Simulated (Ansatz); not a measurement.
Relaxation of GeH5Se (7 atoms, charge 0, multiplicity 2), to a largest force component of 0.03 eV/Å in at most 50 steps.

The calculation used UKS PBE-D4/def2-SVP (Ansatz).

```xyz
7
Properties=species:S:1:pos:R:3
H -0.625 0.176 -0.217
Se -1.294 -1.463 -2.395
Ge 0.229 0.659 0.952
H 0.148 -1.831 -2.360
H 1.647 0.048 0.834
H -0.425 0.208 2.280
H 0.320 2.203 0.906
```

Question: Where does it end, and by what steps?

Answer: The run converged. After 5 steps the energy has fallen by 0.100 eV; Se2 moved furthest, 0.57 Å.

```
step  energy less start (eV)  largest force component (eV/Å)  accepted
   0                  0.0000                           0.443       yes
   1                 -0.0390                           0.219       yes
   2                 -0.0736                           0.198       yes
   3                 -0.0932                           0.221       yes
   4                 -0.0969                           0.223       yes
   5                 -0.0997                           0.024       yes
```

```xyz
7
Properties=species:S:1:pos:R:3
H -0.608 -0.037 -0.455
Se -1.221 -1.131 -1.942
Ge 0.220 0.562 0.830
H 0.194 -1.579 -2.041
H 1.652 -0.023 0.755
H -0.491 0.103 2.125
H 0.254 2.106 0.728
```

Run time: 9.8 s on 2 threads of Intel(R) Xeon(R) 6975P-C (Granite Rapids) (shared host), peak memory 0.21 GiB.
